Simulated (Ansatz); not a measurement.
Pb5Se10, 15 atoms. Hardware: 2 threads of AMD EPYC 7R13 on a shared host and a share (18 GiB) of an NVIDIA H100 80GB HBM3.

In the def2 sets Pb takes a core potential; there is no spin–orbit coupling. Correlated methods freeze 110 core orbitals; core or outer-core shells of Pb, Se are correlated, in sets that lack core-valence functions. Single mean-field runs in def2-SVP, def2-TZVP are fitted with def2-universal-jkfit.

(1) How many basis functions does each of these Ansatz runs have, and roughly what does it cost? r2SCAN-D4/def2-SVP, charge 0 singlet, energy, from earlier orbitals; PBE0-D4/def2-TZVP, charge 0 singlet, energy, from earlier orbitals; PBE-D4/def2-TZVP, charge 0 singlet, energy, from earlier orbitals; PBE0-D4/def2-SVP, charge 0 singlet, energy, from earlier orbitals; PBE-D4/def2-SVP, charge 0 singlet, energy and forces, from earlier orbitals; B97M-V/def2-SVP, charge 0 singlet, energy, from earlier orbitals; MP2/def2-SVP, charge 0 singlet, energy, from earlier orbitals; RPA@PBE/def2-SVP, charge 0 singlet, energy, from earlier orbitals; PBE-D4/def2-SVP, charge 0 singlet, relaxation, 8 steps.

Answers

(1) Other jobs shared the machine, so times can vary by a factor of up to 3.

```json
{"run": "r2SCAN-D4/def2-SVP, charge 0 singlet, energy, from earlier orbitals", "functions": "450", "fitting or Cholesky vectors": "3915", "wall time": "6 s", "peak host memory (GiB)": "1.1"}
{"run": "PBE-D4/def2-SVP, charge 0 singlet, energy and forces, from earlier orbitals", "functions": "450", "fitting or Cholesky vectors": "3915", "wall time": "6.5 s", "peak host memory (GiB)": "1.1"}
{"run": "PBE0-D4/def2-SVP, charge 0 singlet, energy, from earlier orbitals", "functions": "450", "fitting or Cholesky vectors": "3915", "wall time": "7.5 s", "peak host memory (GiB)": "1"}
{"run": "PBE-D4/def2-TZVP, charge 0 singlet, energy, from earlier orbitals", "functions": "730", "fitting or Cholesky vectors": "3915", "wall time": "7.5 s", "peak host memory (GiB)": "1.2"}
{"run": "B97M-V/def2-SVP, charge 0 singlet, energy, from earlier orbitals", "functions": "450", "fitting or Cholesky vectors": "3915", "wall time": "9 s", "peak host memory (GiB)": "1.2"}
{"run": "MP2/def2-SVP, charge 0 singlet, energy, from earlier orbitals", "functions": "450", "fitting or Cholesky vectors": "4805", "wall time": "10 s", "peak host memory (GiB)": "1.3"}
{"run": "PBE0-D4/def2-TZVP, charge 0 singlet, energy, from earlier orbitals", "functions": "730", "fitting or Cholesky vectors": "3915", "wall time": "12 s", "peak host memory (GiB)": "1.2"}
{"run": "RPA@PBE/def2-SVP, charge 0 singlet, energy, from earlier orbitals", "functions": "450", "fitting or Cholesky vectors": "4805", "wall time": "14 s", "peak host memory (GiB)": "2.7"}
{"run": "PBE-D4/def2-SVP, charge 0 singlet, relaxation, 8 steps", "functions": "450", "fitting or Cholesky vectors": "3915", "wall time": "41 s", "peak host memory (GiB)": "1.1"}
```
